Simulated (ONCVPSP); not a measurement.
# What one change does to a pseudopotential (In (Z = 49), ONCV)

indium (In), optimised norm-conserving Vanderbilt (ONCV), made with ONCVPSP 4.0.1 (PBE, scalar-relativistic). Core [Kr], reference 4d10 5s2 5p1. Waves: 5s: rc 2.35 bohr, ncon 4, nbas 8, qcut 2.2 1/bohr, 1 projector; 5p: rc 2.20 bohr, ncon 3, nbas 7, qcut 4.1 1/bohr, 2 projectors, debl 1.6 Ha; 4d: rc 1.15 bohr, ncon 3, nbas 5, qcut 7 1/bohr, 1 projector. Local part: polynomial inside 1.15 bohr (lpopt 5, dvloc0 0 Ha). Core correction: Teter function, fcfact 4.75, rcfact 1.55.

Change: local potential polynomial inside 0.80 bohr (lpopt 5, dvloc0 -1 Ha).

Cutoffs: the cutoffs (Ha) at which the residual kinetic energy of the hardest occupied pseudo-wave falls to 1 and 0.1 mHa per electron; they do not see the model core or the augmentation charge, which bear on the density cutoff. Errors are all-electron minus pseudo energies relative to the spin-unpolarised reference configuration.

Task: How do hardness, ghosts and transferability respond?

Result: The potential gets neither clearly harder nor softer (62 Ha and 102 Ha → 62 Ha and 102 Ha); both files keep a bound ghost (p, s); of the 3 tests that both files solve, the error grows in 3 and shrinks in 0 by more than 15 % and 0.3 meV (median size 8.6 → 32.4 meV); the range in which the s phases agree widens (upper end 0.7 → 2.3).

```tsv
quantity	base	changed
cutoff, loose	62 Ha	62 Ha
cutoff, tight	102 Ha	102 Ha
bound ghosts	s, p	s, p
GHOST(+) flags under 300 eV	none	none
tests with a reliable result	3 of 4	3 of 4
error for 4d10 5s2 5p0, meV [ΔE 5.36 eV]	-1.6	-4.6
error for 4d10 5s1 5p0, meV [ΔE 24.60 eV]	-8.6	-32
error for 4d9 5s2 5p1, meV [ΔE 25.12 eV]	-58	-288
s: phases at 2.39 bohr within 0.05 rad from the reference energy up to (Ha; the scan ends near 5)	0.7	2.3
p: phases at 2.23 bohr within 0.05 rad from the reference energy up to (Ha; the scan ends near 5)	3.6	3.2
d: phases at 1.17 bohr within 0.05 rad from the reference energy up to (Ha; the scan ends near 5)	to the end of the scan	to the end of the scan
rms error of d²Exc/dni dnj with the model core, mHa	0.43	0.43
```

 A true bound ghost makes a file unfit for plane-wave use even where its test errors are small: the radial tests pick states by their node count and pass the ghost by.
